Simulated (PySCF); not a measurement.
# ORD: `C=C1C[C@H](S[SiH3])[Si@@H]1F`, C$_{4}$H$_{9}$FSSi$_{2}$

Geometry (Å), atoms numbered from 1 in this order:
```xyz
17

C    -2.6741    0.5246    0.4790
C    -1.5181   -0.0760    0.2527
C    -0.5896   -0.7312    1.2553
C     0.4569   -1.2866    0.2644
S     2.2060   -0.9721    0.7033
Si    2.4955    1.1417    0.5167
Si   -0.4288   -0.4758   -1.2385
F     0.2873    0.8100   -1.9058
H    -3.2561    0.9524   -0.3198
H    -3.0843    0.6191    1.4735
H    -0.1583   -0.0062    1.9465
H    -1.0758   -1.5074    1.8466
H     0.4236   -2.3754    0.2273
H     3.6381    1.3655    1.3889
H     1.2998    1.8198    1.0036
H     2.7758    1.4858   -0.8691
H    -0.8050   -1.2760   -2.3852
```

Computed with TDDFT BHandHLYP/def2-SVPD circular dichroism and optical rotation, one conformer, gas phase (PySCF 2.14.0). Geometry: GFN2-xTB.

The molecule is flexible and this is one conformer; a measurement averages over conformers.

Stereocentres: C4 S, Si7 R.

Question: Give the optical rotatory dispersion at 633, 589.3, 546, 436, 405, 365, 355 nm.

Answer: [α] in deg dm⁻¹ (g/mL)⁻¹:
```tsv
λ (nm)	origin-invariant length gauge	modified velocity gauge	length gauge (centre of mass)	isotropic polarisability (au)
633	-234.7	-233.1	-234.4	118.3
589.3	-278.8	-277.0	-278.4	118.8
546	-336.9	-334.9	-336.5	119.6
436	-618.8	-615.6	-618.2	122.6
405	-773.2	-769.7	-772.5	124.1
365	-1092.2	-1088.2	-1091.5	126.6
355	-1207.7	-1203.6	-1206.9	127.5
```

Question: And for the mirror image at 589.3 nm?

Answer: +278.8 deg dm⁻¹ (g/mL)⁻¹ (origin-invariant length gauge): the same size and the opposite sign.

Question: What is the molar rotation [Φ] = [α]·M/100 of the geometry above at 589.3 nm?

Answer: With M = 164.34 g/mol, -458.2 deg cm² dmol⁻¹ (origin-invariant length gauge).

The first excitation lies at 5.04 eV (246 nm) with R = -12.6 × 10⁻⁴⁰ esu² cm² (velocity form).
